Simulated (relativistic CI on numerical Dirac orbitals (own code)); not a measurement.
## Line list: Electric-dipole lines, Kr21+

Method of calculation: Dirac-Coulomb-Breit CI, orbitals from a KLI potential per configuration, QED by a radiative potential, unscaled Slater integrals (own radial code, finite nucleus).

Configuration list (outside the closed core [Ne]): 3s2 3p3, 3s 3p4, 3s2 3p2 3d, 3p5, 3s 3p3 3d, 3p4 3d, 3s 3p2 3d2, 3s2 3p 3d 4p, 3p4 4s, 3s2 3p2 4s, 3p4 4p, 3s 3p2 3d 4s, 3s2 3p2 4p, 3s2 3p 3d2, 3s2 3d3, 3s 3p 3d3, 3s2 3d2 4s, 3s2 3d2 4p, 3p3 3d2, 3p2 3d3, 3p2 3d2 4s, 3p2 3d2 4p, 3s2 3p 3d 4s, 3s 3p 3d2 4s, 3s2 3d 4s2, 3s2 3d 4s 4p. Double excitations out of closed p, d and f shells are left out; levels of such configurations are missing from the list, as are those of other unlisted configurations, and high levels can miss mixing partners.

| λ vac (nm) | Lower | Upper | A (s⁻¹) | log gf | S velocity/length |
| --- | --- | --- | --- | --- | --- |
| 10.226 | 3s2 3p3 4S°_3/2 [1] | 3s2 3p2 3d 2D_5/2 [32] | 2.93e+10 | -0.56 | 0.98 |
| 10.447 | 3s 3p4 4P_5/2 [6] | 3s 3p3 3d 4D°_7/2 [86] | 9.73e+10 | 0.10 | 1.02 |
| 10.564 | 3s2 3p3 2P°_1/2 [4] | 3s2 3p2 3d 2D_3/2 [40] | 9.53e+10 | -0.20 | 1.02 |
| 10.672 | 3s2 3p2 3d 4F_5/2 [14] | 3s2 3p 3d2 4F°_5/2 [123] | 8.62e+10 | -0.05 | 0.98 |
| 10.699 | 3s 3p4 2D_5/2 [10] | 3s 3p3 3d 2F°_7/2 [108] | 1.34e+11 | 0.26 | 1.06 |
| 10.705 | 3s2 3p3 2D°_5/2 [3] | 3s2 3p2 3d 2F_7/2 [37] | 1.95e+11 | 0.43 | 1.04 |
| 10.772 | 3s2 3p3 2D°_3/2 [2] | 3s2 3p2 3d 2F_5/2 [35] | 1.13e+11 | 0.07 | 1.03 |
| 10.807 | 3s2 3p3 4S°_3/2 [1] | 3s2 3p2 3d 4P_1/2 [28] | 1.70e+11 | -0.23 | 0.97 |
| 10.825 | 3s 3p4 2D_5/2 [10] | 3s 3p3 3d 2D°_5/2 [104] | 7.83e+10 | -0.08 | 0.87 |
| 10.844 | 3s2 3p3 2D°_3/2 [2] | 3s2 3p2 3d 2D_3/2 [33] | 1.21e+11 | -0.07 | 1.03 |
| 10.866 | 3s 3p4 4P_5/2 [6] | 3s 3p3 3d 4P°_3/2 [74] | 8.24e+10 | -0.23 | 0.95 |
| 10.878 | 3s2 3p3 4S°_3/2 [1] | 3s2 3p2 3d 4P_3/2 [27] | 1.24e+11 | -0.05 | 0.98 |
| 10.939 | 3s2 3p3 2D°_5/2 [3] | 3s2 3p2 3d 2D_5/2 [36] | 3.36e+10 | -0.44 | 1.12 |
| 11.009 | 3s 3p4 4P_5/2 [6] | 3s 3p3 3d 4D°_7/2 [72] | 5.23e+10 | -0.12 | 1.00 |
| 11.048 | 3s2 3p3 4S°_3/2 [1] | 3s2 3p2 3d 4P_5/2 [25] | 1.41e+11 | 0.19 | 1.01 |
| 11.072 | 3s2 3p3 2P°_1/2 [4] | 3s2 3p2 3d 2P_3/2 [38] | 7.56e+10 | -0.26 | 0.97 |
| 11.128 | 3s2 3p3 2D°_5/2 [3] | 3s2 3p2 3d 2F_5/2 [35] | 3.52e+10 | -0.41 | 1.02 |
| 11.137 | 3s2 3p3 2D°_3/2 [2] | 3s2 3p2 3d 2D_5/2 [32] | 4.06e+10 | -0.34 | 1.00 |
| 11.181 | 3s2 3p3 4S°_3/2 [1] | 3s 3p4 2P_3/2 [24] | 3.71e+10 | -0.56 | 1.01 |
| 11.184 | 3s2 3p2 3d 4F_9/2 [20] | 3s2 3p 3d2 4F°_9/2 [127] | 1.41e+11 | 0.42 | 0.96 |
| 11.207 | 3s 3p4 4P_3/2 [7] | 3s 3p3 3d 4D°_5/2 [82] | 5.55e+10 | -0.20 | 1.03 |
| 11.249 | 3s2 3p3 2P°_3/2 [5] | 3s2 3p2 3d 2D_5/2 [41] | 1.65e+11 | 0.27 | 1.04 |
| 11.255 | 3s 3p4 4P_5/2 [6] | 3s 3p3 3d 4P°_5/2 [69] | 7.59e+10 | -0.06 | 1.02 |
| 11.262 | 3s2 3p3 2D°_3/2 [2] | 3s2 3p2 3d 2P_1/2 [31] | 1.17e+11 | -0.35 | 0.94 |
| 11.282 | 3s2 3p2 3d 4F_7/2 [16] | 3s2 3p 3d2 4D°_7/2 [120] | 6.07e+10 | -0.03 | 0.91 |
| 11.317 | 3s2 3p3 2P°_3/2 [5] | 3s2 3p2 3d 2D_3/2 [40] | 6.63e+10 | -0.29 | 0.93 |
| 11.517 | 3s2 3p3 2D°_5/2 [3] | 3s2 3p2 3d 2D_5/2 [32] | 7.85e+10 | -0.03 | 0.95 |
| 11.563 | 3s2 3p2 3d 4P_5/2 [25] | 3s2 3p 3d2 4D°_7/2 [138] | 1.56e+11 | 0.40 | 1.03 |
| 11.651 | 3s2 3p2 3d 2F_5/2 [35] | 3s2 3p 3d2 2G°_7/2 [153] | 1.29e+11 | 0.32 | 1.12 |
| 11.750 | 3s2 3p3 2P°_1/2 [4] | 3s2 3p2 3d 2P_1/2 [34] | 1.16e+11 | -0.32 | 0.94 |
| 11.797 | 3s2 3p3 2P°_3/2 [5] | 3s2 3p2 3d 2S_1/2 [39] | 1.39e+11 | -0.24 | 1.03 |
| 11.822 | 3s2 3p2 3d 2D_5/2 [32] | 3s2 3p 3d2 2F°_7/2 [145] | 7.94e+10 | 0.12 | 1.11 |
| 11.894 | 3s2 3p2 3d 2F_7/2 [37] | 3s2 3p 3d2 2G°_9/2 [160] | 2.12e+11 | 0.65 | 1.14 |
| 11.902 | 3s2 3p3 2P°_3/2 [5] | 3s2 3p2 3d 2P_3/2 [38] | 6.67e+10 | -0.25 | 0.88 |
| 11.919 | 3s2 3p2 3d 2G_9/2 [29] | 3s2 3p 3d2 2G°_9/2 [136] | 1.14e+11 | 0.39 | 1.01 |
| 11.977 | 3s 3p4 2D_5/2 [10] | 3s 3p3 3d 2P°_3/2 [89] | 9.02e+10 | -0.11 | 1.02 |
| 12.075 | 3s2 3p2 3d 2D_3/2 [33] | 3s2 3p 3d2 2F°_5/2 [147] | 1.07e+11 | 0.15 | 1.15 |
| 12.128 | 3s2 3p2 3d 4F_9/2 [20] | 3s2 3p 3d2 4G°_11/2 [114] | 4.18e+10 | 0.04 | 1.18 |
| 12.130 | 3s2 3p2 3d 2G_9/2 [29] | 3s2 3p 3d2 2H°_11/2 [135] | 4.96e+10 | 0.12 | 1.25 |
| 12.279 | 3s2 3p3 2D°_3/2 [2] | 3s 3p4 2P_3/2 [24] | 5.25e+10 | -0.32 | 0.99 |
| 12.314 | 3s2 3p2 3d 4F_7/2 [16] | 3s2 3p 3d2 4G°_9/2 [106] | 3.49e+10 | -0.10 | 1.16 |
| 12.411 | 3s2 3p2 3d 2D_5/2 [41] | 3s2 3p 3d2 2F°_7/2 [165] | 1.95e+11 | 0.56 | 1.14 |
| 12.442 | 3s2 3p2 3d 2D_3/2 [40] | 3s2 3p 3d2 2F°_5/2 [162] | 1.34e+11 | 0.27 | 1.13 |
| 12.744 | 3s2 3p3 2D°_5/2 [3] | 3s 3p4 2P_3/2 [24] | 6.42e+10 | -0.20 | 0.95 |
| 13.566 | 3s2 3p2 3d 2G_9/2 [29] | 3s 3p3 3d 2F°_7/2 [116] | 6.57e+10 | 0.16 | 0.67 |

Terms are leading LS components. Brackets give the number of a level in order of energy, since labels repeat. The list gives strong lines, with weight on those to low levels, among the lowest 200 of 2360 levels, so that lines to higher ones, which can be the strongest, are missing. Levels whose partners in the same complex of configurations lie outside the list can be far off, and so can their lines. Rates are taken at the computed energies, electric ones in the length gauge. A velocity-to-length ratio far from 1 marks an uncertain rate.

At this charge energies of transitions that change n are usually good to better than 1 %, and those within a shell (Δn = 0) to a few per cent.

LS names give the leading component of a level, which can be under half, so a name can repeat, a term be missing and a line seem to break the LS rules.
